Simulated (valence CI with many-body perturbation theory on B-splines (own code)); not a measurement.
Values are calculated unless marked as measured or tabulated.
**Assign the levels of V¹⁷⁺**

Level of theory: valence CI with perturbative core correlation (CI+MBPT): four valence electrons over a frozen Dirac-Fock core [He], a basis of 11 s, 11 p, 9 d, 7 f, 5 g, 2 h, 1 i functions for each j, with the one-electron correlation potential Σ1, the two-electron term Σ2, the three-electron term Σ3, Breit, model QED; selected CI, second order for the rest (own B-spline code, finite nucleus).

No measured spectrum was set against this ion. As an estimate, levels of excited configurations hold to 0.05 to 0.15 % of their energy, terms of the ground configuration to about 0.5 %.

| No. | J | Parity | E (cm⁻¹) | g |
| --- | --- | --- | --- | --- |
| 2 | 1 | even | 37867 | 1.498 |
| 3 | 2 | even | 68174 | 1.432 |
| 4 | 2 | even | 161040 | 1.063 |
| 6 | 2 | odd | 366790 | 1.991 |
| 7 | 2 | odd | 623860 | 1.202 |
| 8 | 1 | odd | 625140 | 0.577 |
| 9 | 3 | odd | 634990 | 1.331 |
| 11 | 1 | odd | 735550 | 1.434 |
| 12 | 2 | odd | 743540 | 1.451 |
| 13 | 1 | odd | 897750 | 1.883 |
| 14 | 2 | odd | 908840 | 1.014 |
| 15 | 1 | odd | 1015000 | 1.097 |
| 16 | 2 | even | 1358900 | 1.466 |
| 17 | 1 | even | 1411000 | 1.499 |

Energies count from the lowest level. Strongly mixed levels and levels close to another of their J and parity, and those with J = 0 are left out, so the numbers can have gaps.

Question: Give configuration and LS term of each level.

Answer: 2: 2s²2p² ³P; 3: 2s²2p² ³P; 4: 2s²2p² ¹D; 6: 2s2p³ ⁵S°; 7: 2s2p³ ³D°; 8: 2s2p³ ³D°; 9: 2s2p³ ³D°; 11: 2s2p³ ³P°; 12: 2s2p³ ³P°; 13: 2s2p³ ³S°; 14: 2s2p³ ¹D°; 15: 2s2p³ ¹P°; 16: 2p⁴ ³P; 17: 2p⁴ ³P.
